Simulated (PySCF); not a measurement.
Isomers of C8H8S. Method used: PBE0-D3(BJ)/def2-SVP geometry optimisation, gas phase (PySCF). Energies are electronic, without zero-point or thermal terms, for one conformer each. No frequencies were run at this level. Point groups hold within 0.08 Å.

Question: Order them by energy at this level, lowest first, and give relative energies in kcal/mol.
A. `[CH2:1]=[CH:2][S:3][c:4]1[cH:5][cH:6][cH:7][cH:8][cH:9]1` with C1–C2–S3–C4 0°, C2–S3–C4–C5 92°
B. `[CH2:1]=[CH:2][c:3]1[cH:4][cH:5][c:6]([SH:7])[cH:8][cH:9]1` with C1–C2–C3–C4 178°, C5–C6–S7–H 180°

Answer: B (0.0), A (5.4).

As drawn, the lower has an S–H bond, which the higher lacks.

| SMILES | E (Eh) | E rel (kcal/mol) | dipole (D) | point group | A, B, C (MHz) |
| --- | --- | --- | --- | --- | --- |
| C=Cc1ccc(S)cc1 | -706.99929 | 0.0 | 0.91 | – | 4972, 694.6, 609.5 |
| C=CSc1ccccc1 | -706.99071 | 5.4 | 1.52 | – | 2811, 919.4, 914.0 |

How do the relative energies change in single points at CAM-B3LYP/def2-SVPD (no added dispersion term) on the same geometries?

| SMILES | PBE0-D3(BJ)/def2-SVP (kcal/mol) | CAM-B3LYP/def2-SVPD (kcal/mol) | shift |
| --- | --- | --- | --- |
| C=Cc1ccc(S)cc1 | 0.0 | 0.0 | 0.0 |
| C=CSc1ccccc1 | 5.4 | 5.9 | +0.5 |

Each column counts from its own lowest isomer. The order is unchanged; the largest shift is 0.5 kcal/mol.

As an exercise, what shares would exp(−E/RT) give at 1000 K from these electronic energies alone (no entropy, no degeneracies)?

RT = 1.987 kcal/mol: C=Cc1ccc(S)cc1 93.8 %, C=CSc1ccccc1 6.2 %.
